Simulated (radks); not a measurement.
All-electron atom: As+ in [Ar] 3d10 4s1 4p3 (not the ground configuration).

Method: scalar-relativistic Kohn-Sham, LDA (Slater exchange, Perdew-Wang correlation), spin-polarised, spherical densities, finite nucleus; open shells are filled with parallel spins first; Fermi nuclear charge, rms radius 4.0968 fm; computed with a radial shooting solver on a logarithmic mesh with Libxc functionals.

Energy parts (eV):
part                       energy
total                  -61420.056
kinetic                 62580.013
electron-nucleus      -147794.850
Hartree                 25980.547
exchange-correlation    -2185.766

Orbitals (lengths in bohr, moments of r in powers of bohr; r(90%) holds 90 % of the orbital's charge):
| orbital | occ. | eigenvalue (eV) | <r^4> | r(90%) | <r^2> |
|---|---|---|---|---|---|
| 1s up | 1 | -11709.76 | 0.00002008 | 0.0814 | 0.002794 |
| 1s down | 1 | -11709.50 | 0.00002008 | 0.0814 | 0.002794 |
| 2s up | 1 | -1495.305 | 0.004095 | 0.314 | 0.04864 |
| 2s down | 1 | -1495.161 | 0.004095 | 0.314 | 0.04864 |
| 2p up | 3 | -1313.988 | 0.002983 | 0.290 | 0.03853 |
| 2p down | 3 | -1313.791 | 0.002983 | 0.290 | 0.03853 |
| 3s up | 1 | -200.6369 | 0.2770 | 0.896 | 0.4148 |
| 3s down | 1 | -200.3117 | 0.2746 | 0.895 | 0.4137 |
| 3p up | 3 | -144.5741 | 0.3502 | 0.950 | 0.4500 |
| 3p down | 3 | -144.1903 | 0.3442 | 0.947 | 0.4474 |
| 3d up | 5 | -52.0951 | 0.8054 | 1.14 | 0.5861 |
| 3d down | 5 | -51.4814 | 0.7369 | 1.12 | 0.5673 |
| 4s up | 1 | -25.6012 | 23.86 | 2.74 | 3.886 |
| 4s down | 0 | -21.7908 | 25.70 | 2.78 | 3.961 |
| 4p up | 3 | -15.2732 | 54.22 | 3.36 | 5.732 |
| 4p down | 0 | -11.6448 | 74.31 | 3.64 | 6.482 |
| 4d up | 0 | -3.9327 | 714.7 | 6.39 | 19.70 |
| 4d down | 0 | -2.5660 | 2675 | 8.93 | 37.90 |
| 5s up | 0 | -5.2981 | 1084 | 7.09 | 26.81 |
| 5s down | 0 | -4.4918 | 1628 | 7.85 | 32.79 |

The highest occupied level is 4p up at -15.273 eV. The configuration is held as typed, so some empty levels lie below it. Summed over all electrons, <r^2> = 30.70 bohr^2, which gives a Langevin (diamagnetic) susceptibility term of -24.3 x 10^-6 cm^3/mol. Spin moment in Bohr magnetons: 4. The electron density at the nucleus is 3.58e+04 e/bohr^3 (large components only).
